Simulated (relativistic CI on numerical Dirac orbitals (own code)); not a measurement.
## d1 to d9 in one octahedral field

Computed with a parametric ligand-field model without spin-orbit coupling, by exact diagonalisation: B = 590, C = 2530, 10Dq = 28900 cm⁻¹ (Oh; |10Dq|/B = 49.0) for every shell. Energies in cm⁻¹; the field energy is (0.6 n_e − 0.4 n_t2) × 10Dq of the ground term; g labels are left out.

| Shell | Ground term | Electrons in e | Field energy | First spin-allowed bands | Lowest term of other spin |
| --- | --- | --- | --- | --- | --- |
| d1 | 2T2 | 0.000 | -11560 | 2E 28900 |  |
| d2 | 3T1 | 0.010 | -22820 | 3T2 27492, 3T1 34935 | 1T2 8816 |
| d3 | 4A2 | 0.000 | -34680 | 4T2 28900, 4T1 35460 | 2E 12233 |
| d4 | 3T1 | 0.017 | -45758 | 3E 26475, 3T1 27110 | 1T2 7529 |
| d5 | 2T2 | 0.031 | -56893 | 2A2 25642, 2T1 25849 | 4T1 16836 |
| d6 | 1A1 | 0.024 | -68663 | 1T1 27068, 1T2 35412 | 3T1 21718 |
| d7 | 2E | 1.016 | -51551 | 2T1 26924, 2T2 27550 | 4T1 16666 |
| d8 | 3A2 | 2.000 | -34680 | 3T2 28900, 3T1 35460 | 1E 9709 |
| d9 | 2E | 3.000 | -17340 | 2T2 28900 |  |

Low spin: d4, d5, d6, d7; the other shells keep the spin of the free ion. Only d4 to d7 can choose; the field needed to pair spins is smallest for d6 and largest for d5, which loses most exchange energy. In the strong-field picture 10Dq must exceed about 6B + 5C = 16190 (d4), 7.5B + 5C = 17075 (d5), 2.5B + 4C = 11595 (d6) and 4B + 4C = 12480 (d7); mixing of terms shifts these bounds somewhat.
